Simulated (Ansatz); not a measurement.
Reaction (redistribution): `[NH2][Mo]([OH])(=[S])=[S]` + `C=[CH][AlH][OH]` → `[OH][Mo]([OH])(=[S])=[S]` + `C=[CH][AlH][NH2]`

Isolated molecules relaxed with PBE0-D4/def2-TZVP in Ansatz; ΔE leaves out vibrations. CCSD(T)/CBS adds triple-zeta CCSD(T) − MP2 to the extrapolated MP2 energy (def2 sets, frozen cores). Functionals use def2-TZVPP. def2 core potentials past Kr. For Mo outer-core shells are correlated without core-valence functions, which leaves a few kJ/mol of doubt a bond. One conformer a species, not always the lowest.

`[NH2][Mo]([OH])(=[S])=[S]`:

Cartesian coordinates in Å:
```
N 0.045 0.319 1.393
Mo 0.234 -0.311 -0.398
O -1.366 -0.088 -1.341
S 1.777 0.794 -1.301
S 0.692 -2.361 -0.312
H -0.204 -0.277 2.168
H 0.319 1.243 1.693
H -1.497 0.681 -1.902
```

`C=[CH][AlH][OH]`:

Z-matrix (Å, degrees):
```
C
C 1 1.336
H 1 1.089 2 122.7
H 1 1.087 2 121.6 3 180.0
Al 2 1.933 1 120.8 3 180.0
H 2 1.090 1 116.9 3 -0.0
O 5 1.699 2 115.0 1 -0.0
H 5 1.586 2 125.2 1 180.0
H 7 0.955 5 123.1 2 -180.0
```

`[OH][Mo]([OH])(=[S])=[S]`:

Cartesian coordinates in Å:
```
O -1.104 -1.041 -0.776
Mo 0.237 -0.133 0.139
O -0.070 1.701 0.086
S 0.252 -0.799 2.130
S 2.099 -0.521 -0.749
H -0.960 -1.366 -1.670
H -0.453 2.160 0.840
```

`C=[CH][AlH][NH2]`:

Z-matrix (Å, degrees):
```
C
C 1 1.335
H 1 1.089 2 122.9
H 1 1.088 2 122.2 3 180.0
Al 2 1.944 1 123.1 3 -179.9
H 2 1.091 1 116.0 3 -0.0
N 5 1.769 2 119.0 1 -1.3
H 5 1.585 2 123.5 1 178.7
H 7 1.007 5 126.3 2 -0.4
H 7 1.007 5 123.7 2 179.8
```

| level | ΔE (kcal/mol) |
| --- | --- |
| PBE0 | 5.8 |
| HF/def2-QZVPP | 6.8 |

Q: What does CCSD(T)/CBS give? (Estimate.)

A: The calculation gave: +7.1 kcal/mol. The listed levels differ from it by -1.3, -0.3 kcal/mol.

Largest T1 diagnostic among the species: 0.025, so the coupled-cluster value is less sure than usual.

Leaving LDA and LC-ωPBE aside and taking each functional with its dispersion term where it has one, the values, not all of them listed here, spread over 2.3 kcal/mol, from B97M-V to BHLYP-D4. From r2SCAN to r2SCAN0 (25 % exact exchange), in def2-TZVPP and without D4, ΔE moves by +1.0 kcal/mol.
